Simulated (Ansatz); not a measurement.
Reaction (formal exchange of groups at a C–Ga bond): `C[Si](C)(C)[CH2][Ga]([F])[F]` + `C[SiH](F)F` → `C[Si](C)(C)C[Si](C)(F)F` + `[F][GaH][F]`

Program: Ansatz. Geometries: PBE0-D4/def2-TZVP. ΔE: electronic, gas phase. CCSD(T)/CBS is the MP2 limit (def2-TZVPP, def2-QZVPP) plus CCSD(T) − MP2 in def2-TZVPP, frozen cores. Functionals use def2-TZVPP. For Ga outer-core shells are correlated without core-valence functions, which leaves a few kJ/mol of doubt a bond. Scalar relativity is left out up to krypton. One conformer a species, not always the lowest.

| level | ΔE (kJ/mol) |
| --- | --- |
| CAM-B3LYP-D4 | -9.3 |
| RPA@PBE/def2-TZVPP | -1.0 |

(1) What does CCSD(T)/CBS give? (Best estimate.)

Largest T1 diagnostic among the species: 0.015.

## Answers

(1) The calculation gave: +0.5 kJ/mol. The listed levels differ from it by -9.8, -1.5 kJ/mol.

The D4 term adds −5.3 kJ/mol with B3LYP and −3.4 kJ/mol with PBE0; it sums over pairs of atoms, weighted by their polarisabilities, and B3LYP, whose exchange is more repulsive, gets the larger term. Leaving LDA and LC-ωPBE aside and taking each functional with its dispersion term where it has one, the values, not all of them listed here, spread over 16.6 kJ/mol, from B97M-V to B2PLYP. LDA lies −7.2 kJ/mol from PBE without D4. From BLYP to BHLYP (50 % exact exchange), in def2-TZVPP and without D4, ΔE moves by −6.1 kJ/mol.

CCSD(T)/CBS has its own doubt, a few kJ/mol and more with outer-core shells, so smaller differences from it don't rank the levels.

B3LYP here is the variant with VWN-RPA as its local correlation; programs differ in this.
